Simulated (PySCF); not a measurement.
## 17O chemical shifts

Equivalent nuclei averaged, isolated molecule, no relativistic terms, one conformer. Shieldings: GIAO PBE0/pcSseg-1; GFN2-xTB geometry; PySCF 2.14.0 with density-fitted response routines.

Shieldings were converted by a linear fit to measured shifts: 17O: δ = 266.70 − 0.911σ (rms 10.7 ppm, 155 shifts, 12.2 ppm with the 3 outliers that the fit left out vs liquid water, solution or neat liquid). Occasional misses reach two or three times the rms, and more in compound classes unlike the fitted ones.

**Question.** Give the 17O shifts of `C=C/C(C)=C(/C)C(=O)F`, `C=C1C[C@](F)(OC)C1=C`, `C=C1C[C@](F)(OC)C1=C`.

**Answer.** 
```
            compound      environment  δ (ppm)
C=C/C(C)=C(/C)C(=O)F  carbonyl oxygen    362.7
C=C1C[C@](F)(OC)C1=C     ether oxygen     35.4
C=C1C[C@](F)(OC)C1=C     ether oxygen     35.4
```

**Question.** Order these by 17O shift, lowest first.
A. CC(C)(C)[SiH2]O[SiH3]
B. CC1=C[C@@]12COC[C@@H]2F
C. C=C/C(=C\CC)C(=O)F

**Answer.** A (-34.1 ppm, oxygen bonded to 2 Si), B (7.5 ppm, ether oxygen), C (359.3 ppm, carbonyl oxygen).
